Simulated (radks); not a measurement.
All-electron atom: the iodine ion I6+ in [Kr] 4d10 5s1.

Calculated with a radial shooting solver on a logarithmic mesh with Libxc functionals: scalar-relativistic Kohn-Sham, exchange-only LDA, spin-polarised, spherical densities, finite nucleus; open shells are filled with parallel spins first (spin-orbit coupling, left out, can overturn this in heavy ions); Fermi nuclear charge, rms radius 4.75 fm.

Energy parts (eV):
| part | energy |
|---|---|
| total | -193126.257 |
| kinetic | 202762.942 |
| electron-nucleus | -464128.661 |
| Hartree | 72812.405 |
| exchange | -4572.943 |

Orbitals (lengths in bohr, moments of r in powers of bohr):
orbital  occ.  eigenvalue (eV)   <1/r>
1s up       1        -33019.53   56.78
1s down     1        -33019.44   56.78
2s up       1        -5164.760   13.01
2s down     1        -5164.717   13.01
2p up       3        -4646.015   12.45
2p down     3        -4645.970   12.45
3s up       1        -1100.429   4.661
3s down     1        -1100.356   4.661
3p up       3        -932.2582   4.434
3p down     3        -932.1841   4.434
3d up       5        -679.5561   4.198
3d down     5        -679.4896   4.198
4s up       1        -252.6768   1.894
4s down     1        -252.5023   1.895
4p up       3        -199.7239   1.736
4p down     3        -199.4973   1.738
4d up       5        -122.2020   1.461
4d down     5        -121.7729   1.468
5s up       1         -81.7040  0.7761
5s down     0         -79.4851  0.7836
5p up       0         -67.4848  0.6938
5p down     0         -65.0972  0.6975
4f up       0         -47.5511  0.8552
5d up       0         -47.4287  0.5660
4f down     0         -46.0721  0.8820
5d down     0         -45.1396  0.5571
6s up       0         -39.9701  0.4205
6s down     0         -38.6661  0.4086

The highest occupied level is 5s up at -81.704 eV. The density falls to 0.001 e/bohr^3 at r = 2.82 bohr. Spin moment in Bohr magnetons: 1. Summed over all electrons, <r^2> = 20.20 bohr^2, which gives a Langevin (diamagnetic) susceptibility term of -16 x 10^-6 cm^3/mol. The spin density at the nucleus is 107.1 e/bohr^3 (1s 0.4, 2s 0.1, 3s -0.1, 4s -0.5, 5s 107.1).
